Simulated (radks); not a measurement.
Results of a calculation; reference values are marked as such.
Task: The table gives one normalised radial function P(r) = r R(r) of Al+ in [Ne] 3p(up 0.5, down 0.5) 3s(up 0.5, down 0.5) (r in bohr). Level of theory: scalar-relativistic Kohn-Sham, BLYP, spin-polarised, spherical densities, point nucleus (a radial shooting solver on a logarithmic mesh with Libxc functionals).

r             P
0.01039   0.2160
0.01331   0.2659
0.01706   0.3234
0.02204   0.3896
0.02824   0.4572
0.03618   0.5221
0.04637   0.5745
0.05942   0.5998
0.07614   0.5785
0.09758   0.4887
0.125     0.3104
0.1602    0.0354
0.2053   -0.3219
0.2631   -0.7145
0.3372   -1.0631
0.4356   -1.2798
0.5582   -1.2854
0.7153   -1.0928
0.9166   -0.7774
1.175    -0.4515
1.505    -0.2062
1.929    -0.0702
2.472    -0.0166
3.167    -0.0025
4.059    -0.0002
5.201    0.0000
6.665    0.0000
8.541    0.0000

Which n and l does it have? It may be an empty orbital.

Result: n = 2, l = 0: the number of nodes gives n - l - 1 = 1, the rise at small r (about r^(l+1)) gives l, and the extent must fit the shell. The curve is that of 2s. 2s: eigenvalue -118.00 eV, 1 radial node at r = 0.165 bohr, <r> = 0.626 bohr, 90 % of the charge inside 0.991 bohr.
